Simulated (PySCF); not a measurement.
**How the method moves the HOMO and LUMO of `NBB(F)F`**

Species: B2F2H3N.
Geometry (PBE0-D3(BJ)/def2-SVP, Å), atoms numbered from 1 in this order:
```
atom  x, y, z in Å
N1    -1.216   -0.377    0.184
B2    -0.135    0.328   -0.329
B3     1.492   -0.055    0.019
F4     2.144    0.432    1.068
F5     2.219   -0.838   -0.767
H6    -2.175   -0.144   -0.042
H7    -1.138   -1.173    0.804
H8    -0.388    1.257   -1.068
```

Basis pcSseg-2 throughout (PySCF), one geometry. Isolated species at its PBE0-D3(BJ)/def2-SVP geometry, gas phase.

Question: How do the orbital energies, the gap and the dipole change with the method?

Answer: 
```
   method                    kind  HOMO (eV)  LUMO (eV)  gap (eV)  μ (D)  SCF cycles
     OPBE                     GGA      -7.05      -1.26      5.79   2.99          15
     BLYP                     GGA      -7.08      -1.33      5.74   3.02          14
      PBE                     GGA      -7.13      -1.45      5.68   3.03          14
    B97-D                     GGA      -7.16      -1.27      5.89   2.98          14
      LDA                     LDA      -7.22      -1.71      5.50   3.12          14
     BP86                     GGA      -7.23      -1.48      5.75   3.02          14
      KT2                     GGA      -7.27      -1.49      5.78   3.03          14
      KT3                     GGA      -7.31      -1.44      5.87   2.99          14
    B97-2           global hybrid      -8.35      -0.49      7.85   3.01          13
    B3LYP           global hybrid      -8.42      -0.76      7.66   3.04          12
     PBE0           global hybrid      -8.60      -0.51      8.10   3.05          12
 mPW1PW91           global hybrid      -8.64      -0.51      8.14   3.04          12
BHandHLYP           global hybrid     -10.06       0.33     10.39   3.05          11
CAM-B3LYP  range-separated hybrid     -10.10       0.46     10.56   3.05          12
  wB97X-D  range-separated hybrid     -10.53       1.35     11.89   3.01          12
  LC-wPBE  range-separated hybrid     -11.44       1.69     13.13   3.02          13
       HF            Hartree–Fock     -12.22       2.25     14.46   2.99          10
```

The HOMO spans 5.17 eV, from OPBE down to HF, and the gap runs from 5.50 eV (LDA) to 14.46 eV (HF). Over the methods OPBE (0 %), BLYP (0 %), PBE (0 %), B97-D (0 %), LDA (0 %), BP86 (0 %), KT2 (0 %), KT3 (0 %), B97-2 (21 %), B3LYP (20 %), PBE0 (25 %), mPW1PW91 (25 %), BHandHLYP (50 %), HF (100 %), a straight line through the gap against the share of exact exchange rises by 0.88 eV for each 10 % (correlation coefficient 0.998). The dipole ranges from 2.98 D (B97-D) to 3.12 D (LDA). This basis has no diffuse functions.
